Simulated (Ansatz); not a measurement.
CH₆GaNSi (`N=C[SiH2][GaH2]`). Charge 0, multiplicity 1.

Z-matrix (Å, degrees):
```
Si
C 1 1.923
Ga 1 2.445 2 77.8
H 1 1.493 2 106.9 3 -123.3
H 1 1.493 2 107.0 3 123.4
N 2 1.280 1 107.4 3 0.1
H 2 1.095 1 132.6 3 -180.0
H 3 1.573 1 118.5 2 97.6
H 3 1.573 1 118.5 2 -97.7
H 6 1.019 2 117.6 1 180.0
```

(1) List the harmonic frequencies (cm⁻¹, unscaled) at PBE0-D4/def2-TZVP in Ansatz. (Estimate.)

(2) Is this a minimum?

(3) Give the ideal-gas thermochemistry at 298.15 K and 1 bar (rigid rotor, harmonic oscillator; point group Cs, symmetry number 1).

(4) Rotational constants (cm⁻¹)?

Results:

(1) Computed: 162, 266, 300, 300, 441, 477, 488, 566, 601, 630, 716, 765, 784, 934, 1109, 1173, 1397, 1643, 1943, 1944, 2186, 2192, 3070, 3471.

(2) Yes, all 24 modes are real.

(3) Zero-point energy 164.8 kJ/mol; H(298) − E = 184.0 kJ/mol; entropy 329.6 J/(mol·K), of which translation 169.5, rotation 111.6, vibration 48.4; G(298) − E = 85.8 kJ/mol.

(4) 0.1901, 0.096, 0.06716.
